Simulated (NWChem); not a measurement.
System: CH$_{4}$ClFSi; SMILES FC[SiH2]Cl

NWChem input:

```
start job
memory heap 200 mb stack 900 mb global 1100 mb
geometry units angstroms noautoz
  F      0.870314     1.962404    -0.266927
  C     -0.154095     1.488847     0.519865
  Si    -0.830958    -0.141478    -0.163241
  Cl     0.601399    -1.623086     0.002051
  H      0.207300     1.356874     1.555596
  H     -0.968435     2.237703     0.551618
  H     -1.187007     0.013458    -1.598837
  H     -2.023410    -0.533854     0.641233
end
basis spherical
  F library def2-svp
  C library def2-svp
  Si library def2-svp
  Cl library def2-svp
  H library def2-svp
end
dft
  xc b3pw91
  iterations 150
  mulliken
end
task dft energy
```

Geometry: optimised at PBE0/def2-SVP.

Problem. Predict the main results of this run. (B3PW91/def2-SVP.) Quantities: energy (Ha); highest occupied level (eV); orbital gap (eV); dipole (D).

Solution. 
```yaml
energy (Ha): -889.62
highest occupied level (eV): -8.27
orbital gap (eV): 8.51
dipole (D): 2.27
```
